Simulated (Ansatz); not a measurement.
CH6AlFSi (`F[CH]([AlH2])[SiH3]`). Total charge 0; spin multiplicity 1. The geometry is a stationary point of PBE0-D4/def2-TZVP.

```xyz
10

F     1.533   -0.317    1.199
C     0.670   -0.371    0.082
Al   -0.889   -1.530    0.456
Si    0.216    1.390   -0.430
H     1.241   -0.801   -0.755
H    -1.104   -2.118    1.909
H    -1.894   -1.810   -0.739
H    -0.652    2.021    0.602
H     1.425    2.232   -0.619
H    -0.546    1.303   -1.705
```

(1) What is the dipole moment at ωB97M-V/def2-TZVPP? (An estimate is asked.)

(2) And with PBE, r2SCAN, B3LYP? (An estimate is asked.)

(3) Give the Mulliken charges with ωB97M-V, r2SCAN, B3LYP in def2-TZVPP. (Estimate.)

## Answers

(1) Ansatz gave: 1.35 D, with components (-0.52, -0.39, -1.18) D in this frame, pointing from negative to positive charge.

(2) Computed: PBE 1.20 D, r2SCAN 1.27 D, B3LYP 1.35 D.

(3) The calculation gave: 
```tsv
atom	ωB97M-V	r2SCAN	B3LYP
F1	-0.24	-0.25	-0.26
C2	-0.14	-0.06	-0.03
Al3	0.41	0.50	0.44
Si4	0.12	0.24	0.21
H5	0.11	0.07	0.09
H6	-0.10	-0.15	-0.13
H7	-0.11	-0.15	-0.14
H8	-0.03	-0.07	-0.07
H9	-0.02	-0.06	-0.05
H10	-0.02	-0.06	-0.06
```

B3LYP here is the variant with VWN-RPA as its local correlation; programs differ in this.
